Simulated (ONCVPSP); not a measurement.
Which change was made? (Mo, ONCV)

molybdenum (Mo), optimised norm-conserving Vanderbilt (ONCV), made with ONCVPSP 4.0.1 (LDA (Perdew-Wang 92), scalar-relativistic). Core [Ar] 3d10, reference 4s2 4p6 4d5 5s1. Waves: 4s+5s: rc 1.70 bohr, ncon 4, nbas 9, qcut 8.8 1/bohr, 2 projectors; 4p: rc 2.00 bohr, ncon 4, nbas 7, qcut 5.7 1/bohr, 2 projectors, debl 2.2 Ha; 4d: rc 1.65 bohr, ncon 5, nbas 8, qcut 6.2 1/bohr, 1 projector; f scattering state at 0.4 Ha: rc 1.65 bohr, ncon 4, nbas 8, qcut 6.6 1/bohr, local. Local part: the f channel. Core correction: polynomial model core, fcfact 0.25.

Cutoffs, loose and tight: the cutoffs (Ha) at which the residual kinetic energy of the hardest occupied pseudo-wave falls to 1 and 0.1 mHa per electron. They do not see the model core or the augmentation charge, which bear on the density cutoff. Test errors are all-electron minus pseudo excitation energies from the reference, over the configurations 4s2 4p6 4d5 5s0; 4s2 4p6 4d4 5s0; 4s2 4p6 4d3 5s0; 4s2 4p6 4d5 5s0.5; variants that change the core or the reference have their own tests.

The base gives: outcome: generated; cutoff, loose: 23 Ha; cutoff, tight: 57 Ha; bound ghosts: none; GHOST(+) flags above zero: s; largest test error (meV): -2.0.

Task: After one change the result is: outcome: failed: test_data: rc < rc(lloc) for l = 2. Not allowed.. Which change was it?
A. f: rc 1.7
B. p: rc 1.5
C. core [Ar] 3d10 4s2, valence charge 12; reference 4p6 4d4; waves now s scattering state at 0.33 Ha: rc 2.25 bohr, ncon 4, nbas 9, qcut 3.6 1/bohr, 1 projector; 4p: rc 1.80 bohr, ncon 4, nbas 8, qcut 9.7 1/bohr, 1 projector; 4d: rc 2.25 bohr, ncon 4, nbas 9, qcut 8.4 1/bohr, 2 projectors, debl 2.5 Ha; f scattering state at 0.03 Ha: rc 2.20 bohr, ncon 4, nbas 8, qcut 5.4 1/bohr, 2 projectors, debl 2.9 Ha; local potential polynomial inside 1.15 bohr (lpopt 5, dvloc0 0 Ha)

Result: A. The others give: p: rc 1.5 → outcome: failed: test_data: rc < rc(lloc) for l = 1. Not allowed. | core [Ar] 3d10 4s2, valence charge 12; reference 4p6 4d4; waves now s scattering state at 0.33 Ha: rc 2.25 bohr, ncon 4, nbas 9, qcut 3.6 1/bohr, 1 projector; 4p: rc 1.80 bohr, ncon 4, nbas 8, qcut 9.7 1/bohr, 1 projector; 4d: rc 2.25 bohr, ncon 4, nbas 9, qcut 8.4 1/bohr, 2 projectors, debl 2.5 Ha; f scattering state at 0.03 Ha: rc 2.20 bohr, ncon 4, nbas 8, qcut 5.4 1/bohr, 2 projectors, debl 2.9 Ha; local potential polynomial inside 1.15 bohr (lpopt 5, dvloc0 0 Ha) → outcome: failed: ERROR pspot: first pseudo wave function has node, program will stop.
